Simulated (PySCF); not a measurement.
Broadened absorption spectrum of C5H7NO2

Compound: C5H7NO2.
Geometry (GFN2-xTB, Å), atoms numbered from 1 in this order:
```xyz
15
C5H7NO2 angstrom
C     -2.050    0.552   -0.418
O     -1.286    0.853    0.730
C     -0.276   -0.076    0.999
C      0.849   -0.075   -0.040
C      1.332    1.231   -0.400
N      1.723    2.267   -0.680
C      1.789   -1.209   -0.123
O      0.785   -1.026   -1.072
H     -2.811    1.326   -0.484
H     -1.442    0.563   -1.328
H     -2.529   -0.429   -0.322
H      0.134    0.206    1.973
H     -0.684   -1.099    1.050
H      2.803   -1.034   -0.465
H      1.658   -2.042    0.559
```

The calculation used TDDFT wB97X-D/def2-SVPD, vertical, gas phase, core orbitals frozen in the response in PySCF.

Computed states:

```
state  E (eV)       f
   S1    7.14  0.0091
   S2    7.44  0.0033
   S3    7.69  0.0073
   S4    7.83   0.019
   S5    7.92  0.0099
   S6    8.06   0.024
   S7    8.20  0.0046
   S8    8.52  0.0052
```

Each state is given a Gaussian of 0.3 eV full width at half maximum, with ε(max) = 2.175×10⁸ f / Δν̃ (Δν̃ the width in cm⁻¹). The width is an assumption, not a result. The curve ends short of the highest state used, and states not computed would add to its high-energy end.

Question: Give the broadened spectrum and its maxima.

Answer: 
```json
{"E (eV)": "6.69", "ε (L mol⁻¹ cm⁻¹)": "1"}
{"E (eV)": "6.73", "ε (L mol⁻¹ cm⁻¹)": "4"}
{"E (eV)": "6.76", "ε (L mol⁻¹ cm⁻¹)": "9"}
{"E (eV)": "6.80", "ε (L mol⁻¹ cm⁻¹)": "21"}
{"E (eV)": "6.83", "ε (L mol⁻¹ cm⁻¹)": "39"}
{"E (eV)": "6.87", "ε (L mol⁻¹ cm⁻¹)": "81"}
{"E (eV)": "6.90", "ε (L mol⁻¹ cm⁻¹)": "130"}
{"E (eV)": "6.94", "ε (L mol⁻¹ cm⁻¹)": "226"}
{"E (eV)": "6.97", "ε (L mol⁻¹ cm⁻¹)": "321"}
{"E (eV)": "7.01", "ε (L mol⁻¹ cm⁻¹)": "470"}
{"E (eV)": "7.04", "ε (L mol⁻¹ cm⁻¹)": "586"}
{"E (eV)": "7.08", "ε (L mol⁻¹ cm⁻¹)": "724"}
{"E (eV)": "7.12", "ε (L mol⁻¹ cm⁻¹)": "814"}
{"E (eV)": "7.15", "ε (L mol⁻¹ cm⁻¹)": "837"}
{"E (eV)": "7.19", "ε (L mol⁻¹ cm⁻¹)": "809"}
{"E (eV)": "7.22", "ε (L mol⁻¹ cm⁻¹)": "752"}
{"E (eV)": "7.26", "ε (L mol⁻¹ cm⁻¹)": "653"}
{"E (eV)": "7.29", "ε (L mol⁻¹ cm⁻¹)": "580"}
{"E (eV)": "7.33", "ε (L mol⁻¹ cm⁻¹)": "502"}
{"E (eV)": "7.36", "ε (L mol⁻¹ cm⁻¹)": "466"}
{"E (eV)": "7.40", "ε (L mol⁻¹ cm⁻¹)": "448"}
{"E (eV)": "7.43", "ε (L mol⁻¹ cm⁻¹)": "457"}
{"E (eV)": "7.47", "ε (L mol⁻¹ cm⁻¹)": "498"}
{"E (eV)": "7.50", "ε (L mol⁻¹ cm⁻¹)": "556"}
{"E (eV)": "7.54", "ε (L mol⁻¹ cm⁻¹)": "680"}
{"E (eV)": "7.57", "ε (L mol⁻¹ cm⁻¹)": "818"}
{"E (eV)": "7.61", "ε (L mol⁻¹ cm⁻¹)": "1071"}
{"E (eV)": "7.64", "ε (L mol⁻¹ cm⁻¹)": "1314"}
{"E (eV)": "7.68", "ε (L mol⁻¹ cm⁻¹)": "1699"}
{"E (eV)": "7.71", "ε (L mol⁻¹ cm⁻¹)": "2019"}
{"E (eV)": "7.75", "ε (L mol⁻¹ cm⁻¹)": "2456"}
{"E (eV)": "7.78", "ε (L mol⁻¹ cm⁻¹)": "2768"}
{"E (eV)": "7.82", "ε (L mol⁻¹ cm⁻¹)": "3130"}
{"E (eV)": "7.85", "ε (L mol⁻¹ cm⁻¹)": "3346"}
{"E (eV)": "7.89", "ε (L mol⁻¹ cm⁻¹)": "3549"}
{"E (eV)": "7.92", "ε (L mol⁻¹ cm⁻¹)": "3635"}
```

Maxima: 173 nm (7.15 eV), ε about 840, made up of S1 (97%) (ε in L mol⁻¹ cm⁻¹; maxima over ε = 5, shares over 10%). At its high-energy end, 7.92 eV, the curve is still rising (ε about 3600, from S4, S5 and S6).

Question: Coming from long wavelengths, where does ε first pass 100 L mol⁻¹ cm⁻¹?

Answer: At about 180 nm (6.88 eV), 0.26 eV below S1.

Question: Does any computed singlet lie in the visible range?

Answer: No computed singlet lies in the visible range (380 to 750 nm); the lowest, at 174 nm, stands 3.88 eV above its violet end (3.26 eV).

Question: What would ε be at 7.15 eV, the highest of these maxima, with half the width (0.15 eV)?

Answer: About 1620 L mol⁻¹ cm⁻¹ against 838, a factor of about 1.9; a lone state at its own centre would give exactly 2.

On Arm Neoverse V2, one thread, shared host with 96 logical CPUs at a one-minute load of 18, this took 41 s (with the writing of density and orbital grids) and 0.91 GiB of memory at its peak.

One conformer stands for the species.
